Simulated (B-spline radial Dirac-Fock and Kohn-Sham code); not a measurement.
ΔSCF core binding energies without Breit or QED terms, calculated with a radial B-spline solver.

A sound run for titanium as Ti⁶⁺, configuration [Ne] 3s2 3p4: The ground state converged in 9 iterations, with total energy -841.63935 Ha, virial ratio 1.98940 and highest orbital energy -142.48 eV. ΔSCF binding energies: K (1s) 5103.0 eV. Holes are computed only in closed shells, and unreliable hole states are left out.

A second run, with one unsound setting: The ground state converged in 11 iterations, with total energy -724.12241 Ha, virial ratio 1.16236 and highest orbital energy -126.64 eV. ΔSCF binding energies: K (1s) 1345.2 eV. Holes are computed only in closed shells, and unreliable hole states are left out.

```
iter   energy (Ha)        error
   1     -717.22451356  2.03e+00
   2     -723.24501387  1.00e+00
   3     -724.05368936  3.19e-01
   4     -724.11607976  1.07e-01
   5     -724.12146306  3.23e-02
   6     -724.12239375  2.63e-03
   7     -724.12240853  4.86e-04
   8     -724.12240887  4.76e-05
   9     -724.12240888  6.58e-06
  11     -724.12240888  1.40e-07
```

Question: Which fault fits the second run best?
A. too few iterations
B. overfilled shell
C. functional not served
D. speed of light below Z

Answer: D. The input had c_factor = 0.0519: c_factor makes c so small that Zα exceeds 1, so any numbers that come out have no meaning.
